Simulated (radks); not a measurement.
Spherical quantum dot in the effective-mass picture: electrons in a parabolic well V = omega^2 r^2 / 2 with omega = 0.253, with a point charge +1 (a donor) at the centre, all in effective atomic units (hartree* = m*/eps^2 hartree, bohr* = eps/m* bohr), one dielectric constant everywhere. Method: non-relativistic Kohn-Sham, LDA (Slater exchange, Perdew-Wang correlation), spin-polarised, spherical densities; computed with a radial shooting solver with Libxc functionals. Levels are named by radial order and angular momentum (1s, 1p, 1d, 2s, ...), and open shells are averaged over m. Results are scaled to m* = 0.057 and eps = 7.7, for which hartree* = 26.16 meV and bohr* = 7.149 nm.

N = 4, configuration 1s2 1p(up 2, down 0). This is the lowest configuration that the search found. Occupied and some empty levels:

| level | occupation | eigenvalue (meV) | <r> (nm) |
|---|---|---|---|
| 1s up | 1 | 24.378 | 13.41 |
| 1s down | 1 | 25.195 | 12.78 |
| 1p up | 2 | 32.361 | 23.35 |
| 1p down | 0 | 33.688 | 23.56 |
| 2s up | 0 | 35.088 | 23.75 |
| 2s down | 0 | 35.978 | 24.42 |
| 1d up | 0 | 37.920 | 27.70 |
| 1d down | 0 | 39.134 | 28.17 |
| 1f up | 0 | 43.623 | 31.11 |
| 1f down | 0 | 44.645 | 31.65 |

Energy (meV): total 47.2370, kinetic 31.686, external -34.063, Hartree 74.787, exchange-correlation -25.173.

Electron density:

| r (nm) | n(r) (e/nm^3) |
|---|---|
| 1.83 | 0.0006803 |
| 4.89 | 0.0003123 |
| 7.95 | 0.0001601 |
| 11.0 | 0.00009317 |
| 14.1 | 0.00006086 |
| 17.1 | 0.00004263 |
| 20.2 | 0.00003028 |
| 23.2 | 0.00002077 |
| 26.3 | 0.00001330 |
| 29.4 | 7.794e-06 |
| 32.4 | 4.139e-06 |
| 35.5 | 1.986e-06 |
| 38.5 | 8.571e-07 |
